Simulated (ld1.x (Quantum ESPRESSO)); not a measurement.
## Configuration tests for Ni (Z = 28) (RRKJ)

nickel (Ni), norm-conserving RRKJ (Kleinman–Bylander form), made with ld1.x (Quantum ESPRESSO) 7.5 (PBE, scalar-relativistic). Core [Ar], reference 3d8 4s1.5 4p0 (charge +0.5). Waves: 4p (bound, empty): rc 3.00 bohr; 3d (bound): rc 1.70 bohr; 4s (bound): rc 1.55 bohr. Local part: the s channel. Core correction: a·sin(br)/r model core inside 1.60 bohr. rho0 = 0.005.

Energies are relative to the spin-unpolarised reference configuration 3d8 4s1.5 4p0; without spin polarisation the order of configurations can differ from experiment. Not all tests gave a result: 1 of 7 tests not solved or not reliable. Left out of the table: 3d9 4s1 4p0 (pseudo-atom not self-consistent, printed error -943 eV).

(1) Give the all-electron excitation energy and the error of the potential for: 3d8 4s2 4p0; 3d8 4s1 4p0; 3d8 4s0 4p0; 3d7 4s0 4p0; 3d8.5 4s1.5 4p0; 3d8 4s0 4p2.

Levels in the configuration 3d8.5 4s1.5 4p0:

| level | all-electron (eV) | pseudo (eV) |
| --- | --- | --- |
| 3d | -6.584 | -6.495 |
| 4s | -5.038 | -5.042 |

Results:

(1)

```
valence configuration  charge  ΔE all-electron (eV)  error AE − PS (meV)
          3d8 4s2 4p0       0                -3.717                 +1.2
          3d8 4s1 4p0      +1                 5.605                 +0.4
          3d8 4s0 4p0      +2                22.956                 +2.1
          3d7 4s0 4p0      +3                60.423                 -277
      3d8.5 4s1.5 4p0       0                -4.900                  -22
          3d8 4s0 4p2       0                 5.785                 -4.1
```
